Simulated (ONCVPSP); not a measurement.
## O: one change to an ONCV potential, before and after

ONCVPSP 4.0.1 input, shortened (lines: element, Z, core and valence counts, functional; n l f; lmax; l rc ep ncon nbas qcut; lloc lpopt rc5 dvloc0; l nproj debl; icmod fcfact rcfact), BLYP, scalar-relativistic:

```
  O 8.00    1    2  -106131      upf
    1    0    2.00
    2    0    2.00
    2    1    4.00
    2
    0    0.90    0.00    3    8    8.30
    1    1.30    0.00    3    7   10.20
    2    1.00    0.03    4    9    9.60
    4    4    0.75    6.00
    0    3    3.90
    1    1    2.70
    2    3    1.10
    4    0.25    0.00
```

Change: p: rc 1.42.

Cutoffs: the cutoffs (Ha) at which the residual kinetic energy of the hardest occupied pseudo-wave falls to 1 and 0.1 mHa per electron; they do not see the model core or the augmentation charge, which bear on the density cutoff. Errors are all-electron minus pseudo energies relative to the spin-unpolarised reference configuration.

Q: Predict the effect on cutoff, ghosts and configuration errors.

A: The potential gets neither clearly harder nor softer (35 Ha and 145 Ha → 33 Ha and 145 Ha); of the 4 tests that both files solve, the error grows in 3 and shrinks in 0 by more than 15 % and 0.3 meV (median size 79.3 → 94.3 meV); neither file shows a bound ghost. More of the atom is replaced by a form fitted at one configuration, so other configurations suffer.

| quantity | base | changed |
| --- | --- | --- |
| cutoff, loose | 35 Ha | 33 Ha |
| cutoff, tight | 145 Ha | 145 Ha |
| loose cutoff by channel | s 31 Ha, p 35 Ha | s 31 Ha, p 33 Ha |
| bound ghosts | none | none |
| GHOST(+) flags under 300 eV | d at 17.3 eV | d at 17.3 eV |
| error for 2s2 2p3, meV [ΔE 16.43 eV] | +8.0 | +12 |
| error for 2s2 2p2, meV [ΔE 50.04 eV] | +98 | +129 |
| error for 2s2 2p1, meV [ΔE 103.97 eV] | +457 | +585 |
| error for 2s0 2p6, meV [ΔE 29.71 eV] | +61 | +60 |
| s: phases at 0.91 bohr within 0.05 rad from the reference energy up to (Ha; the scan ends near 5) | to the end of the scan | to the end of the scan |
| d: phases at 1.01 bohr within 0.05 rad from the reference energy up to (Ha; the scan ends near 5) | to the end of the scan | to the end of the scan |
| rms error of d²Exc/dni dnj with the model core, mHa | 1.34 | 1.43 |
